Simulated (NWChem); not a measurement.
CH₄N₂OSr

```xyz
9

Sr    -0.1442    -0.5382     0.0000
O      0.3138    -2.6497     0.0000
H      0.5847    -3.5682     0.0000
C      0.1480     2.3073     0.0000
N      0.0630     1.6692    -1.1575
N      0.0630     1.6692     1.1575
H      0.2976     3.4087     0.0000
H      0.1580     2.2990    -1.9463
H      0.1580     2.2990     1.9463
```
Atoms are numbered in this order, from 1.

Computed with NWChem. Medium grid unless said otherwise, to which SCAN and Minnesota functionals are sensitive. Coordinates come from a PBE0/def2-SVP optimisation. No frequency run checked for a minimum. def2 effective core potentials on Sr; no spin-orbit coupling. B3LYP is NWChem's, with the RPA form of VWN correlation.

Question: Among these, which level gives the highest value of “highest occupied level (eV)”?
(A) LC-wPBE (HJS exchange hole, range parameter 0.4 per bohr)/def2-SVP
(B) MN15-L/def2-SVP
(C) Hartree-Fock/def2-SVP
(D) r2SCAN0/def2-SVP

Answer: B, MN15-L/def2-SVP. Values: Hartree-Fock/def2-SVP -8.75; LC-wPBE (HJS exchange hole, range parameter 0.4 per bohr)/def2-SVP -8.53; r2SCAN0/def2-SVP -6.05; MN15-L/def2-SVP -5.01
